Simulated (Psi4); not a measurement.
hydrogen bromide (HBr), singlet, geometry from GFN2-xTB; B3LYP/6-31G* (Psi4).

The Psi4 input:
```
memory 2 GB

molecule mol {
0 1
Br   -0.000000   -0.000000   -0.038935
H     0.000000    0.000000    1.362726
}

set {
  basis 6-31g*
  reference rks
  scf_initial_accelerator none
}

energy('b3lyp')
print_variables()
```

The log (banner, timings and long lists left out):

```
   => Loading Basis Set <=

    Name: 6-31G*
    Role: ORBITAL
    Keyword: BASIS

         ---------------------------------------------------------
                                   SCF
               by Justin Turney, Rob Parrish, Andy Simmonett
                          and Daniel G. A. Smith
                              RKS Reference
         ---------------------------------------------------------

  ==> Geometry <==

    Molecular point group: c2v
    Full point group: C_inf_v

    Geometry (in Angstrom), charge = 0, multiplicity = 1:

       Center              X                  Y                   Z               Mass
    ------------   -----------------  -----------------  -----------------  -----------------
         BR           0.000000000000     0.000000000000    -0.017674175714    78.918337600000
         H            0.000000000000     0.000000000000     1.383986824286     1.007825032230

  Running in c2v symmetry.

  Rotational constants: A = ************  B =      8.62256  C =      8.62256 [cm^-1]
  Rotational constants: A = ************  B = 258497.95576  C = 258497.95576 [MHz]
  Nuclear repulsion =   13.213753092545200

  Charge       = 0
  Multiplicity = 1
  Electrons    = 36
  Nalpha       = 18
  Nbeta        = 18

  ==> Algorithm <==

  SCF Algorithm Type is DF.
  DIIS enabled.
  MOM disabled.
  Fractional occupation disabled.
  Guess Type is SAD.
  Energy threshold   = 1.00e-06
  Density threshold  = 1.00e-06
  Integral threshold = 1.00e-12

  ==> Primary Basis <==

  Basis Set: 6-31G*
    Blend: 6-31G*
    Number of shells: 14
    Number of basis functions: 37
    Number of Cartesian functions: 37
    Spherical Harmonics?: false
    Max angular momentum: 2

  ==> DFT Potential <==

   => LibXC <=

    Version 7.1.2
    S. Lehtola, C. Steigemann, M. J. T. Oliveira, and M. A. L. Marques,  SoftwareX 7, 1–5 (2018) (10.1016/j.softx.2017.11.002)

   => Composite Functional: B3LYP <=

    B3LYP Hyb-GGA Exchange-Correlation Functional

    P. J. Stephens, F. J. Devlin, C. F. Chabalowski, and M. J. Frisch,  J. Phys. Chem. 98, 11623 (1994) (10.1021/j100096a001)

    Deriv               =              1
    GGA                 =           TRUE
    Meta                =          FALSE

    Exchange Hybrid     =           TRUE
    MP2 Hybrid          =          FALSE

   => Exchange Functionals <=

    0.0800   Slater exchange
    0.7200         Becke 88

   => Exact (HF) Exchange <=

    0.2000               HF

   => Correlation Functionals <=

    0.1900   Vosko, Wilk & Nusair (VWN5_RPA)
    0.8100   Lee, Yang & Parr

   => LibXC Density Thresholds  <==

    XC_HYB_GGA_XC_B3LYP:  1.00E-15

   => Molecular Quadrature <=

    Radial Scheme          =       TREUTLER
    Pruning Scheme         =           NONE
    Nuclear Scheme         =       TREUTLER

    Blocking Scheme        =         OCTREE
    BS radius alpha        =              1
    Pruning alpha          =              1
    Radial Points          =             75
    Spherical Points       =            302
    Total Points           =          42447
    Total Blocks           =            384
    Max Points             =            253
    Max Functions          =             37
    Weights Tolerance      =       1.00E-15

   => Loading Basis Set <=

    Name: (6-31G* AUX)
    Role: JKFIT
    Keyword: DF_BASIS_SCF

  ==> Integral Setup <==

  SCF_SUBTYPE=INCORE selected. In-core MEM_DF algorithm will be used.
  Using in-core AOs.

  ==> MemDFJK: Density-Fitted J/K Matrices <==

    J tasked:                   Yes
    K tasked:                   Yes
    wK tasked:                   No
    Algorithm:                 Core
    Schwarz Cutoff:           1E-12
    Mask sparsity (%):       0.0000
    Fitting Condition:        1E-10

   => Auxiliary Basis Set <=

  Basis Set: (6-31G* AUX)
    Blend: CC-PVDZ-JKFIT
    Number of shells: 56
    Number of basis functions: 234
    Number of Cartesian functions: 234
    Spherical Harmonics?: false
    Max angular momentum: 3

  Minimum eigenvalue in the overlap matrix is 7.2577295111E-04.
  Reciprocal condition number of the overlap matrix is 1.4286300061E-04.
    Using symmetric orthogonalization.

  ==> Pre-Iterations <==

  SCF Guess: Superposition of Atomic Densities via on-the-fly atomic UHF (no occupation information).

   -------------------------
    Irrep   Nso     Nmo
   -------------------------
     A1        20      20
     A2         3       3
     B1         7       7
     B2         7       7
   -------------------------
    Total      37      37
   -------------------------

  ==> Iterations <==

                           Total Energy        Delta E     RMS |[F,P]|

   @DF-RKS iter SAD: -2572.84917906193505   -2.57285e+03   0.00000e+00
   @DF-RKS iter   1: -2574.00974893258854   -1.16057e+00   7.21018e-02 DIIS
   @DF-RKS iter   2: -2574.00604690532100    3.70203e-03   7.01055e-02 DIIS
   @DF-RKS iter   3: -2574.34580503376310   -3.39758e-01   1.82111e-03 DIIS
   @DF-RKS iter   4: -2574.34663153353677   -8.26500e-04   9.66184e-04 DIIS
   @DF-RKS iter   5: -2574.34692434472436   -2.92811e-04   1.06921e-04 DIIS
   @DF-RKS iter   6: -2574.34692765347199   -3.30875e-06   2.63452e-06 DIIS
   @DF-RKS iter   7: -2574.34692765544514   -1.97315e-09   3.58555e-07 DIIS
  Energy and wave function converged.

  ==> Post-Iterations <==

   Electrons on quadrature grid:
      Ntotal   =   35.9999984669 ; deviation = -1.533e-06

    Orbital Energies [Eh]
    ---------------------

    Doubly Occupied:

       1A1  -482.888066     2A1   -62.546304     3A1   -56.367571
       1B2   -56.363920     1B1   -56.363920     4A1    -8.727134
       5A1    -6.557844     2B2    -6.544112     2B1    -6.544112
       6A1    -2.624930     3B1    -2.620267     3B2    -2.620267
       7A1    -2.609602     1A2    -2.609602     8A1    -0.804354
       9A1    -0.454329     4B2    -0.308293     4B1    -0.308293

    Virtual:

      10A1     0.000279    11A1     0.187061    12A1     0.282160
       5B1     0.317153     5B2     0.317153     6B1     0.566099
       6B2     0.566099     2A2     0.598060    13A1     0.598060
      14A1     0.634285    15A1     1.007946    16A1     1.738201
       7B1     4.687935     7B2     4.687935    17A1     4.706963
       3A2     4.706963    18A1     4.833023    19A1     6.237314
      20A1    90.199534

    Final Occupation by Irrep:
             A1    A2    B1    B2
    DOCC [     9,    1,    4,    4 ]
    NA   [     9,    1,    4,    4 ]
    NB   [     9,    1,    4,    4 ]

  @DF-RKS Final Energy: -2574.34692765544514

   => Energetics <=

    Nuclear Repulsion Energy =             13.2137530925452005
    One-Electron Energy =               -3607.7203908596084148
    Two-Electron Energy =                1093.8304213735309531
    DFT Exchange-Correlation Energy =     -73.6707112619128708
    Empirical Dispersion Energy =           0.0000000000000000
    VV10 Nonlocal Energy =                  0.0000000000000000
    Total Energy =                      -2574.3469276554451426

Computation Completed

Properties will be evaluated at   0.000000,   0.000000,   0.000000 [a0]

Properties computed using the SCF density matrix

 Multipole Moments:

 ------------------------------------------------------------------------------------
     Multipole            Electronic (a.u.)      Nuclear  (a.u.)        Total (a.u.)
 ------------------------------------------------------------------------------------

 L = 1.  Multiply by 2.5417464519 to convert [e a0] to [Debye]
 Dipole X            :          0.0000000            0.0000000            0.0000000
 Dipole Y            :          0.0000000            0.0000000            0.0000000
 Dipole Z            :         -1.0112273            1.4463788            0.4351515
 Magnitude           :                                                    0.4351515

 ------------------------------------------------------------------------------------

  Variable Map:
  ----------------------------------------------------------------------------
  "CURRENT ENERGY"              =>   -2574.346927655445
  "CURRENT REFERENCE ENERGY"    =>   -2574.346927655445
  "DD SOLVATION ENERGY"         =>       0.000000000000
  "DFT FUNCTIONAL TOTAL ENERGY" =>   -2574.346927655445
  "DFT TOTAL ENERGY"            =>   -2574.346927655445
  "DFT VV10 ENERGY"             =>       0.000000000000
  "DFT XC ENERGY"               =>     -73.670711261913
  "GRID ELECTRONS ALPHA"        =>      17.999999233439
  "GRID ELECTRONS BETA"         =>      17.999999233439
  "GRID ELECTRONS TOTAL"        =>      35.999998466877
  "NUCLEAR REPULSION ENERGY"    =>      13.213753092545
  "ONE-ELECTRON ENERGY"         =>   -3607.720390859608
  "PCM POLARIZATION ENERGY"     =>       0.000000000000
  "PE ENERGY"                   =>       0.000000000000
  "SCF ITERATION ENERGY"        =>   -2574.346927655445
  "SCF ITERATIONS"              =>       7.000000000000
  "SCF TOTAL ENERGY"            =>   -2574.346927655445
  "TWO-ELECTRON ENERGY"         =>    1093.830421373531
  "XC GRID RADIAL POINTS"       =>      75.000000000000
  "XC GRID SPHERICAL POINTS"    =>     302.000000000000
  "XC GRID TOTAL POINTS"        =>   42447.000000000000

  Array Variable Map:
  ----------------------------------------------------------------------------
  "CURRENT DIPOLE"              =>       0.000000000000 ... 0.435151473058 1 by 3
  "SCF DIPOLE"                  =>       0.000000000000 ... 0.435151473058 1 by 3
  "SCF TOTAL ENERGIES"          =>   -2572.849179061935 ... -2574.346927655445 1 by 8
```
